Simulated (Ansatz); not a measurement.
A nudged elastic band was laid between two geometries of BH$_{5}$OSn (8 atoms, charge 0, multiplicity 1).

The calculation used RHF/def2-SVP (Ansatz).

* movable images: 5
* climbing image: yes
* spring: 5.0 eV/Å²
* optimiser: quadratic models (default)
* start path: through a guess of the saddle point
* force threshold: 0.05 eV/Å
* iteration limit: 60
* end points: relaxed

Initial state:

```xyz
8
Properties=species:S:1:pos:R:3
B -1.128 0.634 -1.144
Sn 0.556 0.159 0.308
O 0.189 -1.646 1.033
H -1.144 1.677 -1.734
H -2.009 -0.152 -1.335
H 0.636 1.235 1.644
H 2.105 0.102 -0.432
H 0.794 -2.009 1.660
```

Final state:

```xyz
8
Properties=species:S:1:pos:R:3
B -1.127 0.632 -1.144
Sn 0.567 0.152 0.295
O 0.162 -1.624 1.068
H -2.103 -0.057 -1.189
H -1.059 1.586 -1.866
H 0.678 1.268 1.597
H 2.110 0.037 -0.448
H 0.772 -1.994 1.687
```

Problem. What changes between the two ends?

Solution. No bond is made or broken. The dihedral H5–B1–Sn2–O3 goes from 0 to -172°.

Problem. What energy profile does the band end with?

Solution. It converged. The highest image is number 3 of 0 to 6, 0.022 eV above the ends, which have the same energy within 2 meV. A vibrational analysis at the climbing image gives one clearly imaginary mode, 79i cm⁻¹: a first-order saddle point.

```
image  path coordinate (Å)  energy (eV)  dihedral H5–B1–Sn2–O3 (°)
    0                 0.00        0.000                          0
    1                 0.73        0.006                         32
    2                 1.46        0.018                         62
    3                 2.19        0.022                         93
    4                 2.93        0.014                        126
    5                 3.67        0.003                        158
    6                 4.41        0.001                       -172
```

Problem. What is the geometry of the highest image?

Solution. 
```xyz
8
Properties=species:S:1:pos:R:3
B -1.128 0.613 -1.136
Sn 0.566 0.212 0.342
O 0.205 -1.646 0.924
H -1.016 0.293 -2.284
H -2.148 1.132 -0.785
H 0.578 1.201 1.746
H 2.141 0.242 -0.345
H 0.800 -2.048 1.538
```

Run time: 69 s on 1 thread of Arm Neoverse V1, on a shared host, peak memory 0.15 GiB.
